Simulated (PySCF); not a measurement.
Structure problem from calculated spectra and properties.

Formula: C3H11PSi2.

- Polarisability: 115.4 au [CAM-B3LYP/def2-SVPD]
- NMR, other nuclei: isotropic shieldings of nuclei other than C and H, by class: 342 (1 Si), 345 (1 Si), 562 (1 P) ppm [GIAO B3LYP/pcSseg-1]
- UV, first state: lowest singlet excitation: 6.35 eV (195 nm, f = 0.002) [TDDFT CAM-B3LYP/def2-SVPD]
- Valence photoelectron: vertical ionisation energy: 9.13 eV [ΔSCF CAM-B3LYP/def2-SVPD]
- 13C NMR: chemical shifts (computed TMS as zero) by class: 1.1 (1 C), -1.2 (2 C) ppm [GIAO B3LYP/pcSseg-1]
- 1H NMR: chemical shifts (computed TMS as zero) by class: 5.60 (1 H), 5.10 (1 H), 1.70 (2 H), 0.41 (3 H), 0.33 (2 H), 0.31 (2 H) ppm [GIAO B3LYP/pcSseg-1]
- Dipole: 1.32 D [CAM-B3LYP/def2-SVPD]
- Rotational structure: rotational constants A, B, C: 4.667, 0.913, 0.877 GHz [PBE0-D3(BJ)/def2-SVP]
- Triplet: lowest triplet excitation (Tamm–Dancoff): 5.58 eV [TDA CAM-B3LYP/def2-SVPD]

The electronic properties come from PySCF, for the isolated species, density fitting. Levels stand in brackets. Isolated species at its PBE0-D3(BJ)/def2-SVP geometry (one conformer only). Each NMR value is the plain mean over a class of atoms that symmetry, rotation or inversion makes alike.

Problem. Give a SMILES that accounts for the data.

Solution. Numbering: `[CH3:1][Si@H:2]1[CH2:3][Si@H:4]([PH2:5])[CH2:6]1`. 3 carbons fall into 2 classes; from least to most shielded: Si-methyl carbon [C1] (1.1 ppm), ring sp3 carbon bound to silicon [C3/C6] (-1.2 ppm, 2 C). Hydrogen classes from least to most shielded: 1 H on an SiH silicon, Si4 (5.60 ppm), 1 H on an SiH silicon, Si2 (5.10 ppm), 2 H on a three-coordinate phosphorus, P5 (1.70 ppm), 3 H on an Si-methyl carbon, C1 (0.41 ppm), 2 H on 2 like atoms (sp3 carbon bound to silicon), C3/C6 (0.33 ppm), 2 H on 2 like atoms (sp3 carbon bound to silicon), C3/C6 (0.31 ppm). The other shieldings belong to: 342 ppm, SiH silicon [Si2]; 345 ppm, SiH silicon [Si4]; 562 ppm, three-coordinate phosphorus [P5]. The first electron is taken from the HOMO, whose largest Löwdin shares are 0.42 on the three-coordinate phosphorus, 0.16 on an SiH silicon and 0.09 on each of 2 atoms of one kind (sp3 carbon bound to silicon). By its constants the optimised geometry is an asymmetric top. Structure: `C[Si@H]1C[Si@H](P)C1`. Computed isomers that give other values at the same levels: `C=C(C)[SiH2]P[SiH3]` (13C chemical shifts (computed TMS as zero) by class: 149.9 (1 C), 137.6 (1 C), 25.3 (1 C) ppm); `P[SiH2][SiH2]C1CC1` (rotational constant A: 4.374 GHz; this holds for the one conformer computed); `C[Si]1(P)C[SiH2]C1` (1H chemical shifts (computed TMS as zero) by class: 4.82 (1 H), 4.77 (1 H), 1.57 (2 H), 0.47 (2 H), 0.44 (3 H), 0.41 (2 H) ppm). The assignments are read from this structure; whether some other isomer fits the data as well wasn't checked.

Conformer computed: `[CH3:1][Si@H:2]1[CH2:3][Si@H:4]([PH2:5])[CH2:6]1`: H–P5–Si4–C3 176°, H–P5–Si4–C3 82°.
